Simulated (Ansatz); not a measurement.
The N3–H4 bond of CdH3N (SMILES [NH2][CdH]) is stretched (multiplicity 1, the rest rigid).
Geometry at rest (charge 0, multiplicity 1):
```xyz
5

Cd    -0.19315    -0.04078    -0.22747
H     -1.20928    -0.23635    -1.52039
N      1.16168     0.26843     1.25041
H      1.49907    -0.57553     1.69862
H      0.84969     0.89031     1.98724
```

Correlated levels freeze the cores.

Codes used: Ansatz (Gaussian orbitals).  In def2 rows elements past Kr take small-core potentials, without spin–orbit coupling.

FIC-MRCISD+Q on CASSCF(2,2)/def2-TZVPP, total energies (hartree):

```csv
R (Å),CASSCF,MRCISD,weight c² of the reference
1.013,-223.074020,-223.652190,0.89414
1.773,-222.963692,-223.529786,0.89355
3.243,-222.919985,-223.477772,0.89569
```

**Question.** Add the Davidson correction (E_MRCISD − E_CASSCF)(1 − c²)/c² and give the energies above the first point at the three levels.

**Answer.** 
Corrections (hartree): -0.068454, -0.067437, -0.064957. Above the first point (kcal/mol):
- R = 1.773 Å: CASSCF 69.2, MRCISD 76.8, with the correction 77.4
- R = 3.243 Å: CASSCF 96.7, MRCISD 109.4, with the correction 111.6

Ansatz is an electronic-structure program.
